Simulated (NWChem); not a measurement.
System: Bi, quartet

The following NWChem deck was run.

```
start job
memory heap 200 mb stack 900 mb global 1100 mb
geometry units angstroms noautoz
  Bi     0.000000     0.000000     0.000000
end
basis spherical
  * library def2-svp
end
ecp
  Bi library def2-ecp
end
dft
  odft
  mult 4
  xc xctpssh
  iterations 150
  mulliken
end
task dft energy
```

Parts of the log:

```
             Northwest Computational Chemistry Package (NWChem) 7.3.0
             --------------------------------------------------------

                             Geometry "geometry" -> ""
                             -------------------------

 Output coordinates in angstroms (scale by  1.889725989 to convert to a.u.)

  No.       Tag          Charge          X              Y              Z
 ---- ---------------- ---------- -------------- -------------- --------------
    1 Bi                  83.0000     0.00000000     0.00000000     0.00000000

 Effective nuclear repulsion energy (a.u.)       0.0000000000

                                 NWChem DFT Module
                                 -----------------

 Summary of "ao basis" -> "ao basis" (spherical)
 ------------------------------------------------------------------------------
       Tag                 Description            Shells   Functions and Types
 ---------------- ------------------------------  ------  ---------------------
 Bi                         def2-svp                10       26   4s4p2d

            General Information
            -------------------
          SCF calculation type: DFT
          Wavefunction type:  spin polarized.
          No. of atoms     :     1
          No. of electrons :    23
           Alpha electrons :    13
            Beta electrons :    10
          Charge           :     0
          Spin multiplicity:     4
          Use of symmetry is: off; symmetry adaption is: off
          Maximum number of iterations: 150
          AO basis - number of functions:    26
                     number of shells:    10
          Convergence on energy requested:  1.00D-06
          Convergence on density requested:  1.00D-05
          Convergence on gradient requested:  5.00D-04

              XC Information
              --------------
                  TPSS hybrid Method XC Functional
                     Hartree-Fock (Exact) Exchange  0.100
                  TPSS metaGGA Exchange Functional  0.900
             TPSS03 metaGGA Correlation Functional  1.000

             Grid Information
             ----------------
          Grid used for XC integration:  medium
          Radial quadrature: Mura-Knowles
          Angular quadrature: Lebedev.
          Tag              B.-S. Rad. Rad. Pts. Rad. Cut. Ang. Pts.
          ---              ---------- --------- --------- ---------
          Bi                  1.60      123           6.0       590
          Grid pruning is: on
          Number of quadrature shells:   123
          Spatial weights used:  Erf1

      Superposition of Atomic Density Guess
      -------------------------------------

 Sum of atomic energies:        -245.41901263

      Non-variational initial energy
      ------------------------------

 Total energy =    -213.315096
 1-e energy   =    -372.769332
 2-e energy   =     159.454235
 HOMO         =      -0.137430
 LUMO         =      -0.137430

     ---------------------------------------------
      Total Density - Mulliken Population Analysis
     ---------------------------------------------

    Atom       Charge   Shell Charges
 -----------   ------   -------------------------------------------------------
    1 Bi  23    23.00   2.92 -0.87  1.23  0.72  4.70  1.28  1.20  1.82  9.76  0.24

     --------------------------------------------
      Spin Density - Mulliken Population Analysis
     --------------------------------------------

    Atom       Charge   Shell Charges
 -----------   ------   -------------------------------------------------------
    1 Bi  23     3.00   0.00  0.00  0.00  0.00 -0.03  0.06  1.15  1.82  0.00  0.00

   convergence    iter        energy       DeltaE   RMS-Dens  Diis-err
 ---------------- ----- ----------------- --------- --------- ---------
 d= 0,ls=0.0,diis     1   -214.5282105543 -2.15D+02  1.59D-02  1.97D-02
                                                     1.34D-02  1.23D-02
 d= 0,ls=0.0,diis     2   -214.5408641475 -1.27D-02  3.56D-03  1.77D-03
                                                     3.89D-03  9.41D-04
 d= 0,ls=0.0,diis     3   -214.5414905093 -6.26D-04  1.06D-03  4.31D-04
                                                     8.64D-04  3.73D-04
 d= 0,ls=0.0,diis     4   -214.5416629315 -1.72D-04  6.29D-05  4.74D-07
                                                     2.64D-05  5.62D-07
 d= 0,ls=0.0,diis     5   -214.5416632824 -3.51D-07  1.33D-06  1.10D-09
                                                     3.46D-06  4.13D-10

         Total DFT energy =     -214.541663282449
      One electron energy =     -373.044943647762
           Coulomb energy =      175.585485167941
    Exchange-Corr. energy =      -17.082204802628
 Nuclear repulsion energy =        0.000000000000

 Numeric. integr. density =       23.000000198193

                    DFT Final Alpha Molecular Orbital Analysis
                    ------------------------------------------

 Vector   11  Occ=1.000000D+00  E=-2.050755D-01
              MO Center=  2.5D-14, -6.7D-13, -2.4D-13, r^2= 2.8D+00
   Bfn.  Coefficient  Atom+Function         Bfn.  Coefficient  Atom+Function
  ----- ------------  ---------------      ----- ------------  ---------------
    12      0.458846  1 Bi py                15      0.424482  1 Bi py
    13     -0.380938  1 Bi pz                16     -0.352410  1 Bi pz
     6     -0.225393  1 Bi py                 7      0.187123  1 Bi pz
     9     -0.103248  1 Bi py                10      0.085717  1 Bi pz
    11     -0.079324  1 Bi px                14     -0.073384  1 Bi px

 Vector   12  Occ=1.000000D+00  E=-2.050755D-01
              MO Center= -1.7D-13, -1.1D-13, -1.4D-13, r^2= 2.8D+00
   Bfn.  Coefficient  Atom+Function         Bfn.  Coefficient  Atom+Function
  ----- ------------  ---------------      ----- ------------  ---------------
    11      0.485183  1 Bi px                14      0.448847  1 Bi px
    13     -0.310380  1 Bi pz                16     -0.287135  1 Bi pz
     5     -0.238330  1 Bi px                12     -0.173803  1 Bi py
    15     -0.160787  1 Bi py                 7      0.152464  1 Bi pz
     8     -0.109174  1 Bi px                 6      0.085375  1 Bi py

 Vector   13  Occ=1.000000D+00  E=-2.050755D-01
              MO Center=  8.0D-14,  6.2D-14,  4.2D-14, r^2= 2.8D+00
   Bfn.  Coefficient  Atom+Function         Bfn.  Coefficient  Atom+Function
  ----- ------------  ---------------      ----- ------------  ---------------
    11      0.346772  1 Bi px                12      0.348136  1 Bi py
    13      0.347125  1 Bi pz                14      0.320802  1 Bi px
    15      0.322064  1 Bi py                16      0.321129  1 Bi pz
     5     -0.170340  1 Bi px                 6     -0.171010  1 Bi py
     7     -0.170514  1 Bi pz                 8     -0.078029  1 Bi px

 Vector   14  Occ=0.000000D+00  E= 1.723201D-01
              MO Center= -4.3D-13, -4.7D-13, -6.1D-13, r^2= 4.0D+00
   Bfn.  Coefficient  Atom+Function         Bfn.  Coefficient  Atom+Function
  ----- ------------  ---------------      ----- ------------  ---------------
     3      2.351697  1 Bi s                  4     -2.054103  1 Bi s
     1     -0.586753  1 Bi s                  2     -0.200616  1 Bi s

 Vector   15  Occ=0.000000D+00  E= 2.683923D-01
              MO Center= -2.7D-13,  4.5D-13,  6.1D-14, r^2= 4.9D+00
   Bfn.  Coefficient  Atom+Function         Bfn.  Coefficient  Atom+Function
  ----- ------------  ---------------      ----- ------------  ---------------
    11      1.215032  1 Bi px                14     -1.083683  1 Bi px
    13     -0.639478  1 Bi pz                12     -0.573292  1 Bi py
    16      0.570349  1 Bi pz                15      0.511317  1 Bi py
     5     -0.303718  1 Bi px                 7      0.159849  1 Bi pz
     6      0.143304  1 Bi py                 8     -0.143709  1 Bi px

 Vector   16  Occ=0.000000D+00  E= 2.683923D-01
              MO Center=  7.4D-13,  7.4D-13,  7.5D-13, r^2= 4.9D+00
   Bfn.  Coefficient  Atom+Function         Bfn.  Coefficient  Atom+Function
  ----- ------------  ---------------      ----- ------------  ---------------
    11      0.857961  1 Bi px                12      0.860179  1 Bi py
    13      0.859007  1 Bi pz                14     -0.765213  1 Bi px
    15     -0.767191  1 Bi py                16     -0.766146  1 Bi pz
     5     -0.214462  1 Bi px                 6     -0.215017  1 Bi py
     7     -0.214724  1 Bi pz                 8     -0.101476  1 Bi px

                     DFT Final Beta Molecular Orbital Analysis
                     -----------------------------------------

 Vector    8  Occ=1.000000D+00  E=-1.011226D+00
              MO Center= -7.1D-15, -2.9D-15, -7.8D-15, r^2= 4.9D-01
   Bfn.  Coefficient  Atom+Function         Bfn.  Coefficient  Atom+Function
  ----- ------------  ---------------      ----- ------------  ---------------
    19      0.822026  1 Bi d  0              21     -0.456429  1 Bi d  2
    17     -0.203066  1 Bi d -2              18      0.161198  1 Bi d -1
    24      0.048143  1 Bi d  0              26     -0.026731  1 Bi d  2

 Vector    9  Occ=1.000000D+00  E=-1.011226D+00
              MO Center= -3.3D-15, -1.1D-14, -3.3D-15, r^2= 4.9D-01
   Bfn.  Coefficient  Atom+Function         Bfn.  Coefficient  Atom+Function
  ----- ------------  ---------------      ----- ------------  ---------------
    21      0.851933  1 Bi d  2              19      0.474711  1 Bi d  0
    26      0.049895  1 Bi d  2              24      0.027802  1 Bi d  0

 Vector   10  Occ=1.000000D+00  E=-4.952583D-01
              MO Center=  1.9D-13,  1.4D-13,  1.1D-13, r^2= 1.5D+00
   Bfn.  Coefficient  Atom+Function         Bfn.  Coefficient  Atom+Function
  ----- ------------  ---------------      ----- ------------  ---------------
     3      0.937993  1 Bi s                  1     -0.663709  1 Bi s
     4      0.330996  1 Bi s                  2     -0.106393  1 Bi s

[...]
```

Level: TPSSh/def2-SVP with def2 effective core potentials on Bi, spin-unrestricted. No stability test was run on the SCF state. def2 effective core potentials on Bi; no spin-orbit coupling.
